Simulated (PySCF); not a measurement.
Record of a relaxation.

C2H6BN.
Atom-mapped SMILES: `[CH2:1]=[CH:2][BH:3][NH2:4]` (hydrogens: H5, H6 on C1; H7 on C2; H8 on B3; H9, H10 on N4)

Computed by this run: PBE0-D3(BJ)/def2-SVP geometry optimisation, gas phase in PySCF 2.14.0; density fitting, grid level 1; the optimiser is geomeTRIC in internal coordinates, started from a GFN2-xTB structure with every atom displaced at random (about 0.01 Å). The frame can shift and turn from step to step; on so coarse a grid that alone can change the energy by a few meV, and forces under 0.02 eV/Å are noise.

Step 0: E = -4330.0768 eV, largest atomic force 3.915 eV/Å
```
atom  x, y, z in Å  |  force x, y, z in eV/Å
C1      1.867   -0.339   -0.210   -1.940   2.080  -0.063
C2      0.672    0.307   -0.119    0.929  -0.955   0.013
B3     -0.705   -0.394    0.161    2.661   0.232  -0.279
N4     -1.808    0.372    0.172   -3.857   0.531   0.412
H5      2.773    0.193   -0.430    0.750   0.329  -0.109
H6      1.918   -1.377   -0.095    0.170  -1.955   0.232
H7      0.691    1.388   -0.255    0.016   0.379  -0.077
H8     -0.745   -1.537    0.372   -0.199  -1.229   0.187
H9     -1.848    1.367    0.022    0.265   0.247  -0.092
H10    -2.764   -0.001    0.360    1.206   0.343  -0.224
```

Step 1: E = -4330.1942 eV, largest atomic force 0.943 eV/Å
```
atom  x, y, z in Å  |  force x, y, z in eV/Å
C1      1.855   -0.301    0.004   -0.002  -0.354  -0.054
C2      0.685    0.354    0.028   -0.004   0.121   0.054
B3     -0.693   -0.365    0.120   -0.119  -0.212   0.220
N4     -1.899    0.348    0.065    0.874   0.059  -0.347
H5      2.813    0.206   -0.161    0.009  -0.003   0.090
H6      1.898   -1.400    0.117   -0.036   0.345  -0.038
H7      0.723    1.449   -0.102    0.004  -0.058   0.022
H8     -0.749   -1.572    0.245    0.035  -0.015  -0.121
H9     -1.830    1.342   -0.103   -0.362   0.157  -0.069
H10    -2.752   -0.084   -0.243   -0.398  -0.039   0.244
```

Step 2: E = -4330.2452 eV, largest atomic force 0.735 eV/Å
```
atom  x, y, z in Å  |  force x, y, z in eV/Å
C1      1.864   -0.317    0.009    0.074  -0.051   0.046
C2      0.714    0.372    0.002    0.060  -0.083  -0.080
B3     -0.664   -0.349    0.071   -0.038   0.632   0.091
N4     -1.862    0.376   -0.003   -0.473  -0.508  -0.241
H5      2.849    0.155   -0.077   -0.005   0.030   0.001
H6      1.861   -1.410    0.106   -0.002   0.043  -0.008
H7      0.771    1.466   -0.111   -0.006  -0.049   0.047
H8     -0.722   -1.555    0.208   -0.062   0.049  -0.074
H9     -2.024    1.366   -0.150    0.511  -0.011   0.043
H10    -2.735   -0.128   -0.086   -0.059  -0.052   0.174
```

Step 3: E = -4330.2816 eV, largest atomic force 0.274 eV/Å
```
atom  x, y, z in Å  |  force x, y, z in eV/Å
C1      1.875   -0.318    0.013   -0.056   0.054   0.079
C2      0.722    0.366   -0.013   -0.102   0.156  -0.150
B3     -0.673   -0.328    0.045   -0.108  -0.180   0.090
N4     -1.893    0.351   -0.031   -0.083   0.005  -0.099
H5      2.857    0.165   -0.030   -0.020   0.015  -0.027
H6      1.876   -1.408    0.096    0.000  -0.113   0.001
H7      0.789    1.459   -0.103    0.018   0.052   0.025
H8     -0.726   -1.532    0.179    0.010  -0.051   0.024
H9     -1.984    1.345   -0.200    0.074  -0.002   0.082
H10    -2.791   -0.123    0.015    0.265   0.063  -0.024
```

Step 4: E = -4330.2844 eV, largest atomic force 0.271 eV/Å
```
atom  x, y, z in Å  |  force x, y, z in eV/Å
C1      1.851   -0.303    0.017    0.087   0.168   0.013
C2      0.688    0.363   -0.023    0.072  -0.260  -0.015
B3     -0.676   -0.384    0.048   -0.083   0.143   0.019
N4     -1.863    0.344   -0.037   -0.025  -0.060  -0.045
H5      2.820    0.206   -0.033    0.039  -0.040  -0.003
H6      1.875   -1.394    0.107   -0.003  -0.028  -0.002
H7      0.728    1.458   -0.112   -0.006  -0.008  -0.004
H8     -0.732   -1.589    0.181    0.019   0.036   0.010
H9     -1.853    1.345   -0.185   -0.137   0.001   0.051
H10    -2.786   -0.068    0.008    0.036   0.049  -0.025
```

Step 5: E = -4330.2926 eV, largest atomic force 0.085 eV/Å
```
atom  x, y, z in Å  |  force x, y, z in eV/Å
C1      1.867   -0.306    0.020   -0.038  -0.051   0.006
C2      0.701    0.354   -0.024    0.045   0.040   0.002
B3     -0.681   -0.363    0.048    0.010  -0.002   0.019
N4     -1.876    0.351   -0.036    0.066   0.004  -0.053
H5      2.841    0.194   -0.038   -0.015   0.014   0.005
H6      1.890   -1.398    0.116    0.006  -0.002  -0.001
H7      0.749    1.449   -0.119   -0.013   0.012  -0.011
H8     -0.741   -1.568    0.182   -0.002   0.004  -0.007
H9     -1.915    1.354   -0.165   -0.002   0.005   0.016
H10    -2.784   -0.090   -0.014   -0.056  -0.024   0.022
```

Step 6: E = -4330.2930 eV, largest atomic force 0.050 eV/Å
```
atom  x, y, z in Å  |  force x, y, z in eV/Å
C1      1.863   -0.311    0.024    0.021   0.043   0.001
C2      0.706    0.365   -0.027   -0.047  -0.016  -0.001
B3     -0.675   -0.353    0.043   -0.021  -0.021   0.014
N4     -1.878    0.347   -0.041    0.010   0.018  -0.032
H5      2.839    0.184   -0.029    0.015  -0.016   0.002
H6      1.875   -1.403    0.121   -0.005   0.008   0.002
H7      0.760    1.459   -0.125    0.011  -0.013  -0.003
H8     -0.728   -1.558    0.176    0.005  -0.009  -0.003
H9     -1.930    1.351   -0.162   -0.001   0.004   0.011
H10    -2.783   -0.103   -0.007    0.011   0.000   0.009
```

Step 7: E = -4330.2933 eV, largest atomic force 0.021 eV/Å
```
atom  x, y, z in Å  |  force x, y, z in eV/Å
C1      1.864   -0.308    0.026    0.002   0.003   0.005
C2      0.703    0.361   -0.029   -0.004  -0.001  -0.002
B3     -0.677   -0.359    0.040    0.000  -0.012   0.007
N4     -1.877    0.347   -0.045   -0.012   0.004  -0.015
H5      2.840    0.188   -0.025   -0.001   0.003   0.000
H6      1.879   -1.399    0.126    0.000  -0.004   0.002
H7      0.754    1.455   -0.130    0.002   0.000  -0.004
H8     -0.732   -1.564    0.172    0.002  -0.002  -0.002
H9     -1.921    1.352   -0.160   -0.008   0.001   0.007
H10    -2.784   -0.097   -0.005    0.019   0.009   0.001
```

Question: Summarise the path.

Answer: The energy falls by 4.99 kcal/mol from step 0 to step 7; nine tenths of that is first reached at step 3. It falls at every step. The largest force goes from 3.915 to 0.021 eV/Å. Among the bonds B3–N4 changes most, from 1.342 to 1.395 Å; the atoms move by 0.060 Å rms after alignment.

The cost below is that of the whole optimisation. The run took 12 s wall on one thread, Arm Neoverse V2 (aarch64), no GPU (shared host), and the process peaked at 0.41 GiB of memory.
